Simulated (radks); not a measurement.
Q: Charge is removed step by step from the 4s down level of the bromine ion Br3+, starting from [Ar] 3d10 4s(up 1, down 1) 4p2. Calculated with a radial shooting solver on a logarithmic mesh with Libxc functionals: scalar-relativistic Kohn-Sham, PBE, spin-polarised, spherical densities, point nucleus; open shells are filled with parallel spins first. At the starting occupation the eigenvalue is -52.742 eV. Estimate the energy to remove one whole electron from this level, the eigenvalue at the end, and how far E(n) bends from a straight line.

A: Delta-SCF 59.097 eV; final eigenvalue -65.402 eV; the deviation from the straight line is -1.608 eV at 0.5 electron removed, the largest on the grid computed. Slater's transition state (half an electron removed) gives 59.065 eV. Integrating minus the eigenvalue over the occupation (Janak's theorem) gives 59.103 eV. In this scalar-relativistic scheme the density is built from large components alone, so the theorem holds only approximately. The mean slope of the eigenvalue, de/dn, is 12.7 eV per electron.
